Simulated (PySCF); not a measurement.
Species: C₇H₉OP.
InChI=1S/C7H9OP/c1-3-7-4-5-9(2,8)6-7/h3-6H,1H2,2H3/t9-/m1/s1

A linear-response calculation (PySCF, def2-SVPD basis, gas phase, vertical, core orbitals frozen in the response) gave these numbers; the functional is withheld.

Orbital energies (eV): HOMO-3 -9.80, HOMO-2 -9.24, HOMO-1 -9.04, HOMO -8.21, LUMO -1.18, LUMO+1 0.47, LUMO+2 1.22.

| state | E (eV) | f | main configurations (H = HOMO, L = LUMO) |
| --- | --- | --- | --- |
| S1 | 4.06 | 0.045 | H→L (88%) |
| S2 | 4.81 | 0.0062 | H-1→L (94%) |
| S3 | 4.88 | 0.032 | H-2→L (85%) |
| S4 | 5.62 | 0.027 | H-3→L (62%), H→L+1 (34%) |
| S5 | 6.05 | 0.799 | H→L+1 (60%), H-3→L (30%) |
| S6 | 6.75 | 0.0088 | H→L+2 (52%), H-4→L (25%) |

Triplets, Tamm–Dancoff:

| state | E (eV) | λ (nm) | main configurations (H = HOMO, L = LUMO) |
| --- | --- | --- | --- |
| T1 | 2.44 | 508.2 | H→L (89%) |
| T2 | 3.68 | 337.2 | H-3→L (43%), H→L+1 (38%) |
| T3 | 4.47 | 277.4 | H-2→L (79%), H-3→L (8%) |
| T4 | 4.53 | 273.7 | H-1→L (91%) |

Vertical ionisation energy by ΔSCF with the same functional: 8.79 eV. Mean static polarisability: 110.3 au.

Problem. Which of these was used?
A. PBE
B. HF
C. B3LYP
D. CAM-B3LYP

Solution. D. CAM-B3LYP is range-separated, 19% exact exchange at short range and 65% at long range (ω = 0.33 bohr⁻¹). In this run −ε(HOMO) = 8.21 eV differs from the ΔSCF value by -0.59 eV, and S1 differs from the orbital gap of 7.03 eV by -2.97 eV. The ratio −ε(HOMO)/IP is 0.93. Usual ranges for neutral molecules in this basis: 0.85 to 0.93 with CAM-B3LYP, 0.5 to 0.7 with PBE, 0.67 to 0.83 with B3LYP; with Hartree–Fock the ratio is 1 or more (Koopmans' value less the relaxation energy is the ΔSCF value).

Theory: TDDFT CAM-B3LYP/def2-SVPD, vertical, gas phase, core orbitals frozen in the response in PySCF 2.14.0, density-fitted response routines. Geometry: PBE0-D3(BJ)/def2-SVP, one conformer, isolated molecule.

Conformer computed: `[CH2:1]=[CH:2][C:3]1=[CH:4][P@:5]([CH3:6])(=[O:7])[CH:8]=[CH:9]1`: C1–C2–C3–C4 -178°.
